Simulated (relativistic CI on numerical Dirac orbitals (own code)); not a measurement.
Calculated at this level of theory: Dirac-Coulomb-Breit CI, orbitals from a KLI potential per configuration, QED by a radiative potential, unscaled Slater integrals (own radial code, finite nucleus).

The strongest absorption lines from the ground level of an ion, among the configurations computed and to levels below about 369 eV (vacuum wavelength in nm, gf): 4.4399 (0.39), 4.5447 (0.62), 5.2277 (0.11), 5.3821 (0.65), 5.4430 (0.16), 5.6294 (0.21), 5.7359 (0.11), 5.8083 (0.89).

(1) Which ion is it?
A. Te33+
B. Te31+
C. Cs34+
D. Pd25+

Answers

(1) B. Te31+ has 21 electrons and the ground level 3s²3p⁶3d³ ⁴F3/2; the strongest line goes to 3s²3p⁵3d⁴ ⁴G°5/2. The pattern of lines fixes the number of electrons, and along that sequence the line energies rise steadily with the charge (about as its square where n changes within one kind of shell, about linearly where n is kept but much faster in heavy ions where fine structure, which grows about as Z⁴, sets the gap, and irregularly where shells cross), which fixes Z. Configurations outside the model, such as inner-shell arrays, can give stronger lines. At this charge energies of transitions that change n are usually good to better than 1 %, and those within a shell (Δn = 0) to a few per cent. Terms inside the open d or f shell come out 10 to 20 % too wide with unscaled integrals.

LS names give the leading component of a level, which can be under half, so a name can repeat, a term be missing and a line seem to break the LS rules.
